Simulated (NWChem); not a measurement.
Species: GeS, singlet; SMILES [S]=[Ge]

```xyz
2

Ge     0.0000     0.0000    -0.6698
S      0.0000     0.0000     1.3482
```
Atoms are numbered in this order, from 1.

Low-valent species are run as closed-shell singlets; no triplet was tried in these runs. All runs use the structure optimised with PBE0/def2-SVP.

Q: List the 4 lowest vertical singlet excitations from PBE/6-31G* (spherical d), TDA (NWChem).

A: 
```csv
state,energy (eV),oscillator strength,leading excitation (squared amplitude)
S1,3.80,0.000,HOMO−2 → LUMO+1 (0.50)
S2,4.08,0.000,HOMO−2 → LUMO+1 (0.50)
S3,4.08,0.000,HOMO−2 → LUMO (0.50)
S4,4.31,0.019,HOMO → LUMO (0.98)
```
